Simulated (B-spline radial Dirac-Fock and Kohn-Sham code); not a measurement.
# Satellites and hypersatellites of the K lines of Sn³⁺

System: tin as Sn³⁺, configuration [Kr] 4d10 5s1.

Input of the calculation (task.json; shells as n, l, electrons):

```json
{"items": [{
  "Z": 50,
  "q": 3,
  "cfg": [[1, 0, 2], [2, 0, 2], [2, 1, 6], [3, 0, 2], [3, 1, 6], [3, 2, 10], [4, 0, 2], [4, 1, 6], [4, 2, 10], [5, 0, 1]],
  "A": 120,
  "rrms": 4.6519,
  "do": ["binding", "quiet", "double"]
}]}
```

Launch: `python xray_run.py task.json out`

Level of theory: Dirac-Fock ΔSCF + Breit + QED; a B-spline atomic structure program. Each two-hole energy is an average over J within one jj subconfiguration, not an observable level; in light atoms, where LS coupling holds, the j-resolved values are not observed lines, and for a K spectator the Kα1 hypersatellite is nearly forbidden. Correlation and solid-state effects are left out.

Lines without a spectator: Kα2 (K-L2) 25042.2 eV, Kα1 (K-L3) 25269.8 eV, Kβ3 (K-M2) 28440.0 eV, Kβ1 (K-M3) 28482.6 eV. Shifts in eV with one spectator hole (a dash: not computed, or left out as unreliable):

| spectator hole | Kα2 | Kα1 | Kβ3 | Kβ1 |
| --- | --- | --- | --- | --- |
| K (1s) | +576.8 | +595.2 | +735.9 | +739.8 |
| L2 (2p1/2) | +63.8 | +80.5 | – | +169.9 |
| L3 (2p3/2) | +62.1 | +62.4 | +150.1 | – |
| M2 (3p1/2) | – | +9.36 | +20.84 | +25.30 |
| M3 (3p3/2) | +6.89 | – | +21.40 | +20.85 |
| M4 (3d3/2) | +1.29 | -1.36 | – | – |
| M5 (3d5/2) | -1.85 | +0.11 | – | – |

With n spectator holes in 2p, averaged over the 2p shell (energies in eV):

| n | KαLⁿ | step | hypersatellite KαʰLⁿ |
| --- | --- | --- | --- |
| 0 | 25193.9 | – | 25782.9 |
| 1 | 25261.1 | +67.2 | 25851.7 |
| 2 | 25329.6 | +68.5 | 25921.6 |
| 3 | 25399.4 | +69.8 | 25992.9 |
| 4 | 25470.5 | +71.1 | 26065.5 |
| 5 | 25542.8 | +72.3 | 26139.3 |
